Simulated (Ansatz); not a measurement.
CH$_{8}$SiSn, SMILES `C[SiH2][SnH3]`. Total charge 0; spin multiplicity 1. Sn: def2 effective core potential.

Z-matrix (Å, degrees):
```
C
Si 1 1.876
H 1 1.092 2 110.8
H 1 1.092 2 110.5 3 120.0
H 1 1.092 2 110.8 3 -120.0
Sn 2 2.563 1 111.5 3 60.0
H 2 1.490 1 110.3 3 -179.3
H 2 1.490 1 110.3 3 -60.7
H 6 1.711 2 111.0 1 -59.8
H 6 1.711 2 111.0 1 59.4
H 6 1.708 2 111.9 1 179.8
```

**Question.** What are the harmonic wavenumbers in cm⁻¹ at PBE0-D4/def2-TZVP (Ansatz, finite differences of forces, unscaled)? (Estimate.)

**Answer.** The calculation gave: 63, 123, 160, 301, 314, 381, 460, 619, 663, 680, 714, 734, 740, 877, 889, 937, 1276, 1452, 1452, 1926, 1927, 1935, 2204, 2210, 3054, 3139, 3142.

**Question.** Is this a minimum?

**Answer.** Yes, all 27 modes are real.

**Question.** Give the ideal-gas thermochemistry at 298.15 K and 1 bar (rigid rotor, harmonic oscillator; point group Cs, symmetry number 1).

**Answer.** Zero-point energy 193.6 kJ/mol; H(298) − E = 215.2 kJ/mol; entropy 355.2 J/(mol·K), of which translation 172.7, rotation 111.8, vibration 70.7; G(298) − E = 109.3 kJ/mol. Modes under 100 cm⁻¹ are hindered rotations or soft bends, so the harmonic entropy is rough.

**Question.** And at 400, 500, 600, 800 and 1000 K?

**Answer.** 
| T (K) | H − E (kJ/mol) | S (J/mol/K) | G − E (kJ/mol) |
| --- | --- | --- | --- |
| 400 | 227.8 | 391.4 | 71.2 |
| 500 | 242.1 | 423.2 | 30.4 |
| 600 | 257.9 | 452.1 | -13.3 |
| 800 | 293.3 | 502.8 | -109.0 |
| 1000 | 332.4 | 546.4 | -214.0 |
